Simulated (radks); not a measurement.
Results of a calculation; reference values are marked as such.
Removal energies from the lanthanum ion La12+, [Kr] 4d(3/2: 4, 5/2: 5), by Delta-SCF beside the eigenvalue of the level emptied. Level of theory: Dirac Kohn-Sham, PBE, spin-unpolarised, spherical densities, finite nucleus; Fermi nuclear charge, rms radius of each element as measured or else 0.836 A^(1/3) + 0.57 fm (a radial shooting solver on a logarithmic mesh with Libxc functionals). Sub-shells are occupied by j as written (lower j first in brackets).

| removed from | final configuration | Delta-SCF (eV) | -eigenvalue (eV) |
|---|---|---|---|
| 4d5/2 | [Kr] 4d(3/2: 4, 5/2: 4) | 305.35 | 290.67 |
| 4d3/2 | [Kr] 4d(3/2: 3, 5/2: 5) | 308.73 | 293.93 |
| 4p3/2 | [Ar] 3d10 4s2 4p(1/2: 2, 3/2: 3) 4d(3/2: 4, 5/2: 5) | 400.37 | 384.90 |
| 4p1/2 | [Ar] 3d10 4s2 4p(1/2: 1, 3/2: 4) 4d(3/2: 4, 5/2: 5) | 418.70 | 402.79 |
